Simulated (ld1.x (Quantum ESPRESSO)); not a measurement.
## Before and after: TM potential for Xe

ld1.x (Quantum ESPRESSO) 7.5 input, shortened:

```
&input
   title='Xe', zed=54., rel=1, dft='WC', iswitch=3,
   config='[Kr] 4d10 5s2 5p6'
 /
 &inputp
   pseudotype=2, tm=.true., lloc=2,
   nlcc=.true., new_core_ps=.true.
 /
3
5S  1  0   2.00   0.00  1.35  1.35  0.0
5P  2  1   6.00   0.00  2.10  2.10  0.0
4D  3  2  10.00   0.00  1.05  1.05  0.0
 &test
   configts(1)='4d10 5s2 5p6'
 /
```

Change: wave 4d (bound): rc 1.05 bohr becomes 4d (bound): rc 1.60 bohr.

Cutoffs: the cutoffs (Ry, on a coarse ladder) from which the occupation-weighted sum of valence levels, in a spherical-Bessel basis at the reference potential, stays within 10 and 1 mRy of its value at 400 Ry; they do not see the model core or the augmentation charge, which bear on the density cutoff. Errors are all-electron minus pseudo energies relative to the spin-unpolarised reference configuration.

Q: Predict the effect on cutoff, ghosts and configuration errors.

A: The potential gets softer (140 Ry and 230 Ry → 100 Ry and 180 Ry); both files keep a bound ghost (p, s); the number of tests that count goes from 7 to 6; of the 6 tests that both files solve, the error grows in 4 and shrinks in 2 by more than 15 % and 0.3 meV (median size 3.0 → 5.9 meV); the range in which the d phases agree narrows (upper end at the end of the scan → 0.3). A larger radius leaves more room for a smooth pseudo-wave, so fewer plane waves are needed.

| quantity | base | changed |
| --- | --- | --- |
| cutoff, loose | 140 Ry | 100 Ry |
| cutoff, tight | 230 Ry | 180 Ry |
| loose cutoff by channel (10 mRy a level) | s 40 Ry, p 30 Ry, d 110 Ry | s 40 Ry, p 12 Ry, d 90 Ry |
| bound ghosts | s, p | s, p |
| tests counted (converged, no solver errors) | 7 of 7 | 6 of 7 |
| error for 4d10 5s2 5p5, meV [ΔE 12.55 eV] | -1.8 | -3.4 |
| error for 4d10 5s2 5p4, meV [ΔE 34.35 eV] | +0.7 | -6.4 |
| error for 4d10 5s2 5p3, meV [ΔE 66.14 eV] | +12 | -5.3 |
| error for 4d10 5s1 5p6, meV [ΔE 24.74 eV] | -4.3 | -11 |
| error for 4d10 5s2 5p2, meV [ΔE 108.57 eV] | +36 | +6.7 |
| error for 4d10 5s2 5p5.5, meV [ΔE 5.18 eV] | -1.2 | -1.5 |
| s: phases at 2.29 bohr within 0.05 rad from the reference energy up to (Ry; the scan ends near 5) | 2.2 | 2.7 |
| p: phases at 2.29 bohr within 0.05 rad from the reference energy up to (Ry; the scan ends near 5) | 4.2 | 4.7 |
| d: phases at 2.29 bohr within 0.05 rad from the reference energy up to (Ry; the scan ends near 5) | to the end of the scan | 0.3 |

Changed file: Tests not counted: 4d9 5s2 5p6 (solver errors, printed error -358 eV). A true bound ghost makes a file unfit for plane-wave use even where its test errors are small: the radial tests pick states by their node count and pass the ghost by. Where a test does run into it, the solver fails or the error is huge.
